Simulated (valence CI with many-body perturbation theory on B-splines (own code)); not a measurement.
## Pm56+: electric-dipole lines

Calculated by configuration interaction combined with many-body perturbation theory (CI+MBPT): three valence electrons over a frozen Dirac-Fock core [He], radial functions for each j: 11 s, 11 p, 10 d, 8 f, 5 g, 2 h, with the one-electron correlation potential Σ1, the two-electron term Σ2, the three-electron term Σ3, Breit, model QED; selected CI, second order for the rest, scaled by the run's own slope (own B-spline code, finite nucleus).

No measured spectrum was set against this ion. As an estimate, large intervals hold to a few tenths of a per cent, small ones and those within an open d or f shell to about a per cent.

Lines 151 to 200 of 565 in falling wavelength, among levels below 79635 × 10³ cm⁻¹, chosen from the strongest by gf and those to the six lowest levels. Wavelengths and rates use the calculated energies. Electric multipoles are in the length gauge, E1 and E2 with the static RPA response of the core. Weak lines are less certain than strong ones. Lines between different terms over intervals too small for the method are left out, as are lines whose strength nearly cancels.

Levels are named by their leading jj configuration (3d3/2^4 stands for four electrons in 3d with j = 3/2), which in mixed levels can hold well under half, so a name can repeat and another be missing. Letters in brackets count levels of one name in rising energy.

```
λ vac (nm)                          Upper                       Lower   A (s⁻¹)  log gf  Branch %
     1.585          (2p3/2^2 3d5/2) J=3/2  (2s 2p3/2 3d5/2) J=3/2 [b]  6.48e+11   -1.01       0.1
     1.582      (2p3/2^2 3p3/2) J=3/2 [a]  (2s 2p3/2 3p3/2) J=1/2 [b]  1.05e+12   -0.80       0.5
     1.579          (2p1/2 2p3/2^2) J=3/2      (2s 2p1/2 2p3/2) J=1/2  1.07e+12   -0.80      35.4
     1.575          (2p3/2^2 3d3/2) J=5/2  (2s 2p3/2 3d5/2) J=3/2 [a]  3.66e+11   -1.09       0.1
     1.558  (2p1/2 2p3/2 3d5/2) J=3/2 [a]      (2s 2p1/2 3d5/2) J=3/2  5.63e+11   -1.09       0.1
     1.555  (2p1/2 2p3/2 3d5/2) J=5/2 [a]  (2s 2p1/2 3d5/2) J=5/2 [b]  4.59e+11   -1.00       0.1
     1.553  (2p1/2 2p3/2 3p3/2) J=3/2 [a]  (2s 2p1/2 3p3/2) J=3/2 [b]  6.48e+11   -1.03       0.3
     1.546     (2s 2p3/2 3d5/2) J=3/2 [a]          (2s^2 3d3/2) J=3/2  6.00e+11   -1.07       0.1
     1.544     (2p1/2 2p3/2 3s) J=3/2 [b]     (2s 2p1/2 3s) J=1/2 [b]  7.78e+11   -0.95       0.6
     1.544  (2p1/2 2p3/2 3d3/2) J=5/2 [a]      (2s 2p1/2 3d3/2) J=5/2  6.67e+11   -0.84       0.8
     1.543  (2p1/2 2p3/2 3p1/2) J=3/2 [a]      (2s 2p1/2 3p1/2) J=3/2  5.87e+11   -1.08       0.1
     1.540          (2p1/2 2p3/2^2) J=5/2  (2s 2p1/2 2p3/2) J=3/2 [b]  1.28e+12   -0.57      46.7
     1.537          (2p3/2^2 3p3/2) J=1/2  (2s 2p3/2 3p3/2) J=1/2 [a]  1.11e+12   -1.11       0.5
     1.536      (2p1/2 2p3/2 3d5/2) J=9/2      (2s 2p1/2 3d5/2) J=7/2  1.06e+12   -0.43      27.2
     1.534      (2p1/2 2p3/2 3p3/2) J=7/2      (2s 2p1/2 3p3/2) J=5/2  1.23e+12   -0.46       0.6
     1.532                (2p3/2^3) J=3/2          (2s 2p3/2^2) J=3/2  2.90e+12   -0.39      64.3
     1.531                (2p3/2^3) J=3/2          (2s 2p3/2^2) J=1/2  6.33e+11   -1.05      14.0
     1.530          (2p3/2^2 3p3/2) J=5/2  (2s 2p3/2 3p3/2) J=5/2 [a]  7.62e+11   -0.79       0.3
     1.530      (2p3/2^2 3d5/2) J=5/2 [b]  (2s 2p3/2 3d5/2) J=3/2 [b]  3.86e+11   -1.09       0.1
     1.529      (2p3/2^2 3p3/2) J=3/2 [b]  (2s 2p3/2 3p3/2) J=3/2 [b]  1.47e+12   -0.68       0.7
     1.528          (2p3/2^2 3d5/2) J=7/2  (2s 2p3/2 3d5/2) J=7/2 [a]  5.81e+11   -0.79       9.7
     1.525      (2p3/2^2 3d5/2) J=5/2 [b]  (2s 2p3/2 3d5/2) J=5/2 [b]  1.20e+12   -0.60       0.2
     1.525  (2p1/2 2p3/2 3d5/2) J=5/2 [b]      (2s 2p1/2 3d5/2) J=3/2  5.32e+11   -0.95       0.1
     1.524  (2p1/2 2p3/2 3d5/2) J=7/2 [a]  (2s 2p1/2 3d5/2) J=5/2 [a]  9.87e+11   -0.56       3.8
     1.524     (2s 2p3/2 3d5/2) J=7/2 [b]          (2s^2 3d5/2) J=5/2  1.60e+12   -0.35       0.6
     1.521  (2p1/2 2p3/2 3d3/2) J=5/2 [b]  (2s 2p1/2 3d3/2) J=3/2 [b]  1.06e+12   -0.66       0.1
     1.521      (2p1/2 2p3/2 3p1/2) J=5/2      (2s 2p1/2 3p1/2) J=3/2  9.97e+11   -0.68       0.2
     1.519      (2p3/2^2 3d3/2) J=3/2 [b]  (2s 2p3/2 3d3/2) J=5/2 [b]  1.20e+12   -0.78       0.2
     1.519     (2s 2p3/2 3p3/2) J=5/2 [b]          (2s^2 3p3/2) J=3/2  1.78e+12   -0.43       1.3
     1.518  (2p1/2 2p3/2 3p3/2) J=5/2 [a]  (2s 2p1/2 3p3/2) J=3/2 [a]  9.59e+11   -0.70       0.4
     1.517      (2p1/2 2p3/2 3d3/2) J=7/2      (2s 2p1/2 3d3/2) J=5/2  1.06e+12   -0.54      12.8
     1.513  (2p1/2 2p3/2 3d5/2) J=7/2 [b]  (2s 2p1/2 3d5/2) J=5/2 [b]  5.97e+11   -0.79       0.1
     1.513  (2p1/2 2p3/2 3p1/2) J=3/2 [b]  (2s 2p1/2 3p1/2) J=1/2 [b]  1.27e+12   -0.76       0.4
     1.512         (2p1/2 2p3/2 3s) J=5/2         (2s 2p1/2 3s) J=3/2  1.08e+12   -0.65       1.2
     1.512  (2p1/2 2p3/2 3d3/2) J=3/2 [b]  (2s 2p1/2 3d3/2) J=3/2 [b]  5.96e+11   -1.09       0.1
     1.511          (2p3/2^2 3d5/2) J=7/2  (2s 2p3/2 3d5/2) J=5/2 [a]  5.64e+11   -0.81       9.4
     1.509      (2p1/2 2p3/2 3p1/2) J=1/2  (2s 2p1/2 3p1/2) J=1/2 [a]  1.22e+12   -1.08       0.2
     1.509          (2p3/2^2 3p1/2) J=1/2  (2s 2p3/2 3p1/2) J=3/2 [b]  2.16e+12   -0.83       0.8
     1.507             (2p3/2^2 3s) J=1/2     (2s 2p3/2 3s) J=3/2 [b]  2.15e+12   -0.83       2.7
     1.504  (2p1/2 2p3/2 3d5/2) J=3/2 [b]  (2s 2p1/2 3d5/2) J=5/2 [b]  9.70e+11   -0.88       0.1
     1.504     (2s 2p3/2 3d3/2) J=5/2 [b]          (2s^2 3d3/2) J=3/2  1.62e+12   -0.48       0.2
     1.503      (2p3/2^2 3p3/2) J=3/2 [b]  (2s 2p3/2 3p3/2) J=5/2 [b]  1.28e+12   -0.76       0.6
     1.502         (2s 2p3/2 3p1/2) J=1/2          (2s^2 3p1/2) J=1/2  2.01e+12   -0.87       1.2
     1.502            (2s 2p3/2 3s) J=1/2             (2s^2 3s) J=1/2  1.99e+12   -0.87       1.3
     1.500  (2p1/2 2p3/2 3d3/2) J=3/2 [a]  (2s 2p1/2 3d3/2) J=3/2 [a]  1.11e+12   -0.83       0.5
     1.500  (2p1/2 2p3/2 3p1/2) J=3/2 [a]  (2s 2p1/2 3p1/2) J=1/2 [a]  7.17e+11   -1.01       0.1
     1.499     (2s 2p3/2 3p1/2) J=3/2 [b]          (2s^2 3p1/2) J=1/2  1.86e+12   -0.60       1.5
     1.499      (2p3/2^2 3d5/2) J=5/2 [b]  (2s 2p3/2 3d5/2) J=7/2 [b]  1.27e+12   -0.59       0.2
     1.498  (2p1/2 2p3/2 3p3/2) J=5/2 [b]  (2s 2p1/2 3p3/2) J=3/2 [b]  6.33e+11   -0.89       0.3
     1.498     (2p1/2 2p3/2 3s) J=3/2 [a]     (2s 2p1/2 3s) J=1/2 [a]  9.57e+11   -0.89       1.2
```

How does gf follow from A for the line at 1.511 nm?

gf = 1.4992 × (2J+1)_upper × A / σ², with σ = 6616099 cm⁻¹ and 2J+1 = 8: gf = 0.155.
